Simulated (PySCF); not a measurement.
Job file and geometry (Å, from GFN2-xTB) of an NMR shielding run on `[H]/N=C\C#C[C@@H]1CS[SiH2]1`, C5H7NSSi, PySCF, GIAO PBE0/pcSseg-1 NMR shielding, non-relativistic, gas phase; density fitting, a coarse starting grid and PySCF grid level 2 are the driver's defaults:

```
$ OMP_NUM_THREADS=1 python probes_run.py task.json out

{"job": {"kind": "nmr", "xc": "PBE0", "basis": "pcSseg-1"}, "charge": 0, "multiplicity": 1}
N      3.906178     0.011243    -0.413157
C      2.841065    -0.233325    -1.045365
C      1.529925    -0.297042    -0.517674
C      0.457606    -0.344828     0.036277
C     -0.855629    -0.351494     0.603029
C     -1.946024    -0.858767    -0.355597
S     -3.203643     0.484292    -0.272188
Si    -1.642032     1.388002     0.892062
H      3.779521     0.173828     0.585639
H      2.930815    -0.411811    -2.114679
H     -0.843862    -0.941130     1.523626
H     -1.594828    -0.944473    -1.382200
H     -2.400441    -1.799220    -0.051508
H     -0.954945     2.477004     0.215067
H     -2.008119     1.655710     2.274755
```

Question: What does the program print?

Answer: 
```
coarse grid: 14080 points
cycle   1  E = -936.3793924661  dE =  1.181e+00  |g| = 4.527e-01  |ddm| = 4.080e+00
cycle   2  E = -936.3402751011  dE =  3.912e-02  |g| = 6.250e-01  |ddm| = 1.492e+00
cycle   3  E = -936.4287608673  dE = -8.849e-02  |g| = 1.471e-01  |ddm| = 8.658e-01
cycle   4  E = -936.4337170208  dE = -4.956e-03  |g| = 4.825e-02  |ddm| = 2.054e-01
cycle   5  E = -936.4342536598  dE = -5.366e-04  |g| = 1.878e-02  |ddm| = 6.560e-02
cycle   6  E = -936.4343264667  dE = -7.281e-05  |g| = 7.867e-03  |ddm| = 2.149e-02
cycle   7  E = -936.4343413920  dE = -1.493e-05  |g| = 1.311e-03  |ddm| = 9.148e-03
cycle   8  E = -936.4343418318  dE = -4.398e-07  |g| = 3.015e-04  |ddm| = 2.627e-03
final grid: 128312 points
cycle   9  E = -936.4821782814  dE = -2.631e-05  |g| = 8.128e-03  |ddm| = 5.329e-02
cycle  10  E = -936.4821664327  dE =  1.185e-05  |g| = 1.061e-02  |ddm| = 2.745e-02
cycle  11  E = -936.4821939940  dE = -2.756e-05  |g| = 1.805e-03  |ddm| = 1.710e-02
cycle  12  E = -936.4821947756  dE = -7.817e-07  |g| = 5.486e-04  |ddm| = 2.138e-03
cycle  13  E = -936.4821948452  dE = -6.951e-08  |g| = 1.387e-04  |ddm| = 6.094e-04
cycle  14  E = -936.4821948493  dE = -4.102e-09  |g| = 5.322e-05  |ddm| = 1.829e-04
cycle  15  E = -936.4821948499  dE = -6.162e-10  |g| = 2.605e-05  |ddm| = 9.751e-05
converged SCF energy = -936.4821948499

GIAO shielding tensors (ppm)
atom      isotropic    diamagn.    paramagn.     s11        s22        s33       span
  0 N     -119.651     324.260    -443.911   -478.350   -119.485    238.882    717.232
  1 C       30.962     254.996    -224.034    -79.199     39.678    132.407    211.606
  2 C       95.958     261.847    -165.889     13.207     29.186    245.481    232.274
  3 C       85.213     259.919    -174.706     12.147     16.946    226.545    214.398
  4 C      166.427     254.928     -88.501    141.322    170.969    186.990     45.668
  5 C      148.056     248.911    -100.855    127.597    142.134    174.437     46.840
  6 S      674.730    1056.043    -381.313    448.059    631.532    944.597    496.538
  7 Si     358.296     878.454    -520.158    306.412    379.322    389.155     82.743
  8 H       20.140      37.116     -16.976      8.080     25.290     27.049     18.969
  9 H       23.894      27.787      -3.893     21.066     22.634     27.981      6.915
 10 H       28.270      31.119      -2.849     23.704     28.678     32.428      8.724
 11 H       28.163      30.746      -2.583     24.086     27.272     33.131      9.045
 12 H       28.006      29.653      -1.648     23.602     26.577     33.839     10.237
 13 H       26.249      28.518      -2.268     23.874     24.314     30.559      6.685
 14 H       26.121      28.229      -2.108     22.954     23.991     31.418      8.464
```

Question: Turn these shieldings into chemical shifts. References, each an isolated molecule treated in the same way: NH3 for ¹⁵N (σ = 267.73 ppm); ¹³C (σ = 186.93 ppm), ²⁹Si (σ = 349.16 ppm), ¹H (σ = 31.72 ppm) vs TMS; ³³S (σ = 503.73 ppm) vs CS2.

Answer: Averaging equivalent atoms: N 0: 387.4; C 1: 156.0; C 3: 101.7; C 2: 91.0; C 5: 38.9; C 4: 20.5; S 6: -171; Si 7: -9.1; H 8: 11.58; H 9: 7.82; H 14: 5.60; H 13: 5.47; H 12: 3.71; H 11: 3.55; H 10: 3.45 ppm. Experimental scales use liquid or dissolved standards, which lie at an offset from isolated NH3 (liquid NH3: subtract about 20 ppm). Unscaled 15N shifts of sp2 nitrogen come out 20 to 40 ppm too high even then.

Size and cost of the density-fitted run: 185 basis functions, 67 s wall time on 1 thread of an Arm Neoverse N1, shared host; peak memory 0.97 GiB.
